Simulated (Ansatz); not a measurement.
The cluster Be₂O₂. Charge 0, multiplicity 3. Geometry B3LYP-D4/def2-TZVP; atoms count from 1.

```
atom    x (Å)    y (Å)    z (Å)
 Be1   0.0581  -0.7044  -0.7087
 Be2  -0.1139   0.8494   0.5169
  O3   1.1187   0.1599  -0.0457
  O4  -1.0629  -0.3050   0.2375
```

At PBE0-D4/def2-TZVP a singlet of charge 0 lies 2.78 eV below the triplet, each at its own geometry. The structure comes from a short search, and lower isomers may exist.

Estimate the Mulliken populations from the PBE0/def2-TZVP orbitals of Ansatz.


```
atom  charge (e)  spin (α − β)
 Be1        0.15          0.46
 Be2        0.15          0.46
  O3       -0.15          0.54
  O4       -0.15          0.54
```
Mulliken values and Mayer orders depend strongly on the basis.

Where does the spin sit?

Summed by element: Be 0.91, O 1.09, of 2 unpaired in all. Largest on single atoms: O3 0.54, O4 0.54, Be1 0.46.

And the Mayer bond orders between bonded heavy atoms (over 0.3)?

Be1–Be2 0.56 (1.99 Å); Be1–O3 0.98 (1.52 Å); Be1–O4 0.98 (1.52 Å); Be2–O3 0.98 (1.52 Å); Be2–O4 0.98 (1.52 Å).
